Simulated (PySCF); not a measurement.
Gas-phase reaction: TiCl4 + N + 3 H ⇌ TiCl4.NH3

Method: PySCF energies plus ideal-gas RRHO corrections (1 bar). † marks an energy on the PBE0/def2-TZVP geometry and frequencies; other levels use their own. MP2 freezes the core. 6-31G* has spherical d functions here. Open shells (unrestricted): N (multiplicity 4), H (multiplicity 2); the rest are closed-shell singlets. B3LYP is the form with VWN-RPA correlation. Adducts (TiCl4.NH3) have no counterpoise correction, and HF, PBE, BLYP, B3LYP and PBE0 lack dispersion. TiCl4.NH3: computed as isolated molecules; such fragments, hydroxides, amides, oligomers or adducts are transient or little studied in the gas. MP2 isn't extrapolated to the basis-set limit; its ΔH°(298 K) is -1139.7 kJ in def2-SVP and -1192.7 kJ in def2-TZVPP. The harmonic model lacks anharmonicity and excited electronic states, which grow with temperature; levels with a mode under 35 cm⁻¹ are left out. Soft modes under 120 cm⁻¹ make the harmonic entropy rough for TiCl4, TiCl4.NH3.

```json
[
 {"level": "B3LYP/6-31G*", "ΔE electronic, kJ": "-1305", "ΔH°(298 K), kJ": "-1219", "ΔS°(298 K), J/K": "-440", "ΔG°(800 K), kJ": "-857"},
 {"level": "B3LYP/def2-TZVP†", "ΔE electronic, kJ": "-1302", "ΔH°(298 K), kJ": "-1217", "ΔS°(298 K), J/K": "-439", "ΔG°(800 K), kJ": "-856"},
 {"level": "BLYP/def2-TZVP†", "ΔE electronic, kJ": "-1294", "ΔH°(298 K), kJ": "-1210", "ΔS°(298 K), J/K": "-439", "ΔG°(800 K), kJ": "-849"},
 {"level": "HF/6-31G*", "ΔE electronic, kJ": "-894", "ΔH°(298 K), kJ": "-801", "ΔS°(298 K), J/K": "-445", "ΔG°(800 K), kJ": "-434"},
 {"level": "MP2/def2-SVP†", "ΔE electronic, kJ": "-1224", "ΔH°(298 K), kJ": "-1140", "ΔS°(298 K), J/K": "-439", "ΔG°(800 K), kJ": "-779"},
 {"level": "PBE0/def2-QZVP†", "ΔE electronic, kJ": "-1298", "ΔH°(298 K), kJ": "-1213", "ΔS°(298 K), J/K": "-439", "ΔG°(800 K), kJ": "-852"},
 {"level": "ωB97X-V/def2-TZVP†", "ΔE electronic, kJ": "-1317", "ΔH°(298 K), kJ": "-1232", "ΔS°(298 K), J/K": "-439", "ΔG°(800 K), kJ": "-871"}
]
```
ΔH° is lowest at ωB97X-V/def2-TZVP† and highest at HF/6-31G*. No reference value is set beside these.
